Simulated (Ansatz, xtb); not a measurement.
## Relaxing a trial structure of CHFSn

The starting geometry of this gas-phase singlet was built from a drawn formula by distance geometry and a force field; its bonds are those of `F[C]#[SnH]`.

```yaml
atoms:
  - { symbol: C, position_ang: [-2.8723, -1.2653, 1.1990] }
  - { symbol: F, position_ang: [-3.3320, -1.4819, 2.5019] }
  - { symbol: Sn, position_ang: [-2.3870, -1.0437, -0.4680] }
  - { symbol: H, position_ang: [-1.9188, -0.8660, -2.1465] }
```

Question: Where would you expect an optimisation with r2SCAN-D4/def2-SVP to take it?

Answer: It rearranges to `F[CH]=[Sn]`. Distances that change by over a tenth: C1–Sn3 (1.75 → 2.05 Å). Contacts that open: Sn3–H4 (1.75 → 2.78 Å). Contacts that close: C1–H4 (3.50 → 1.11 Å).

The energy falls by 3.81 eV over 28 steps:

```
step  E − E(last) (eV)
   1             3.814
   4             2.540
   7             1.815
  10             1.767
  13             1.739
  16             1.441
  19             0.491
  22             0.017
  25             0.000
  28             0.000
```

Final geometry (Å):

```xyz
4

C    -2.5144   -1.1238    0.3787
F    -2.6990   -1.2212    1.7071
Sn   -3.7971   -1.5761   -1.1561
H    -1.4995   -0.7357    0.1566
```

From the same start GFN2-xTB reaches the same bonding as this run.

The end wasn't checked by frequencies. Atoms past krypton carry core potentials, without spin–orbit terms. Run with Ansatz 0.2.0, 56 s on 1 thread of AMD EPYC 7R43 64-Core Processor (Zen 3), with other jobs on the host.
